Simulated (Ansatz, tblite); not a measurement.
Removing and adding an electron: the cluster Li8. Total charge 0; singlet. Geometry: PBE0/def2-TZVP. Ansatz, gas phase; energy differences of separate SCF runs; the oxidised species was run as a doublet alone; the reduced species was run as a doublet alone.

```
atom   x (Å)   y (Å)   z (Å)
 Li1  -0.048  -2.397   0.941
 Li2   0.830   1.441  -1.998
 Li3   0.716  -1.606  -1.901
 Li4   2.277   0.221   0.897
 Li5  -2.292  -0.258  -0.835
 Li6  -0.608   2.468   0.493
 Li7  -0.879   0.121   2.416
 Li8   0.003   0.008  -0.014
```

The xTB rows come from tblite. The structure comes from a short search, and lower isomers may exist.

```json
{"level": "PBE/def2-TZVP", "−HOMO (eV)": "2.95", "vertical IE (eV)": "4.53", "−LUMO (eV)": "1.67", "vertical EA (eV)": "–", "HOMO–LUMO gap (eV)": "1.28", "IE − EA (eV)": "–", "remarks": "–"}
{"level": "PBE/def2-TZVPD", "−HOMO (eV)": "2.97", "vertical IE (eV)": "–", "−LUMO (eV)": "1.70", "vertical EA (eV)": "0.58", "HOMO–LUMO gap (eV)": "1.27", "IE − EA (eV)": "–", "remarks": "HOMO above zero (-1 doublet), restricted SCF unstable in HF (singlet)"}
{"level": "r2SCAN/def2-TZVPD", "−HOMO (eV)": "2.97", "vertical IE (eV)": "–", "−LUMO (eV)": "1.52", "vertical EA (eV)": "0.57", "HOMO–LUMO gap (eV)": "1.45", "IE − EA (eV)": "–", "remarks": "HOMO above zero (-1 doublet), restricted SCF unstable in HF (singlet)"}
{"level": "PBE0/def2-TZVP", "−HOMO (eV)": "3.43", "vertical IE (eV)": "4.48", "−LUMO (eV)": "1.20", "vertical EA (eV)": "–", "HOMO–LUMO gap (eV)": "2.24", "IE − EA (eV)": "–", "remarks": "restricted SCF unstable in HF (singlet)"}
```

(1) Estimate the rows for GFN2-xTB, r2SCAN/def2-TZVP, PBE0/def2-TZVPD.

## Answers

(1) 
| level | −HOMO (eV) | vertical IE (eV) | −LUMO (eV) | vertical EA (eV) | HOMO–LUMO gap (eV) | IE − EA (eV) | remarks |
| --- | --- | --- | --- | --- | --- | --- | --- |
| GFN2-xTB | 5.80 | 7.84 | 3.79 | 2.07 | 2.01 | 5.77 | – |
| r2SCAN/def2-TZVP | 2.96 | 4.39 | 1.50 | – | 1.46 | – | restricted SCF unstable in HF (singlet) |
| PBE0/def2-TZVPD | 3.45 | – | 1.23 | 0.48 | 2.22 | – | HOMO above zero (-1 doublet), restricted SCF unstable in HF (singlet) |

Run but left out: HF/def2-TZVPP, HF/def2-TZVPD (singlet: restricted singlet, unstable towards broken spin symmetry); MP2/def2-TZVPP, CCSD/def2-TZVPP, CCSD(T)/def2-TZVPP (charge +1 doublet: ⟨S²⟩ 1.51, where a pure state has 0.75); MP2/def2-TZVPD, CCSD/def2-TZVPD, CCSD(T)/def2-TZVPD (charge -1 doublet: ⟨S²⟩ 1.99, where a pure state has 0.75).   A HOMO above zero means that the electron is unbound at that level or that self-interaction error raises the level; the energy of removing that electron tells which. Raw xTB energy differences between charge states are shifted by several eV; the methods need an empirical correction for them.
